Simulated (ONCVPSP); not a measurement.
Configuration tests for Co (ONCV)

```
Element                 : Co
Generator               : ONCVPSP 4.0.1
Type                    : optimised norm-conserving Vanderbilt (ONCV)
Functional              : PBE
Relativity              : scalar-relativistic
Frozen core             : [Ne]
Valence charge          : 17
Reference configuration : 3s2 3p6 3d6 (charge +3)
Partial waves           : 3s: rc 0.75 bohr, ncon 5, nbas 9, qcut 10.1 1/bohr, 2 projectors, debl 3.7 Ha; 3p: rc 1.25 bohr, ncon 4, nbas 8, qcut 11.6 1/bohr, 2 projectors, debl 0.8 Ha; 3d: rc 0.90 bohr, ncon 4, nbas 9, qcut 14.4 1/bohr, 2 projectors, debl 3.5 Ha
Local potential         : polynomial inside 0.60 bohr (lpopt 5, dvloc0 -1 Ha)
Core correction         : polynomial model core, fcfact 0.5
```

In the s channel the program set the typed energies aside and used -5.172, 0.250 Ha. In the p channel the program set the typed energies aside and used -3.813, 0.250 Ha.

Energies are relative to the spin-unpolarised reference configuration 3s2 3p6 3d6; without spin polarisation the order of configurations can differ from experiment.

```csv
valence configuration,charge,ΔE all-electron (eV),error AE − PS (meV)
3s2 3p6 3d7,+2,-35.870,+6.5
3s2 3p6 3d7 4p2,0,-52.707,+5.4
```

(1) What are ΔE and the potential's error for 3s2 3p6 3d7 4s2?

(2) What are ΔE and the potential's error for 3s2 3p6 3d7 4s1?

Results:

(1) ΔE = -61.686 eV all-electron; the error (AE − PS) is +5.1 meV.

(2) ΔE = -52.655 eV all-electron; the error (AE − PS) is +5.5 meV.
